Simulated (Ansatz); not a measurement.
`C[Si](C)(C)N` + NH₃ → `C[Si](C)(N)N` + CH₄ at 400 K and 1 bar (ligand exchange at the Si–C bond).

Program: Ansatz. Geometries: PBE0-D4/def2-TZVP. ΔE: electronic, gas phase. CCSD(T)/CBS adds triple-zeta CCSD(T) − MP2 to the extrapolated MP2 energy (def2 sets, frozen cores). This one scheme is used for every species. One conformer a species, not always the lowest.

```csv
species,CCSD(T)/CBS energy (Eh),H − E (kJ/mol),S (J/(mol·K))
`C[Si](C)(C)N`,-464.63944,401.6,423.4
NH₃,-56.50880,104.2,203.1
`C[Si](C)(N)N`,-480.71189,374.0,410.4
CH₄,-40.46206,131.3,197.2
```

H − E and S are ideal-gas, rigid-rotor, harmonic terms from PBE0-D4/def2-TZVP, for one conformer and one mirror image of each species. 1 Eh = 2625.50 kJ/mol, R = 8.31446 J/(mol·K).

By hand: ΔE, ΔH, ΔS and ΔG.

ΔE = (-480.71189) + (-40.46206) − (-464.63944) − (-56.50880) = -0.02571 Eh = -67.5 kJ/mol. Δ(H − E) = 374.0 + 131.3 − 401.6 − 104.2 = -0.5, so ΔH = -68.0 kJ/mol. ΔS = 410.4 + 197.2 − 423.4 − 203.1 = -18.9 J/(mol·K). ΔG = -68.0 − 400 × (-18.9)/1000 = -60.4 kJ/mol.

By hand: the equilibrium constant, and the temperature at which ΔG would vanish if ΔH and ΔS stayed fixed.

log₁₀ K = −ΔG/(RT ln 10) = 7.9. ΔG = 0 at ΔH/ΔS = 3598 K, far beyond where these terms or the molecules hold.

ΔH outweighs TΔS. A doubt of 5 kJ/mol in ΔE shifts log₁₀ K by 0.7 here. Other conformers and mirror images would add mixing entropy, several J/(mol·K) or more a flexible species. These are equilibria of isolated gas molecules and say nothing of rates. Largest T1 diagnostic: 0.009 (customary marks: 0.02 for closed shells, 0.045 for open ones).
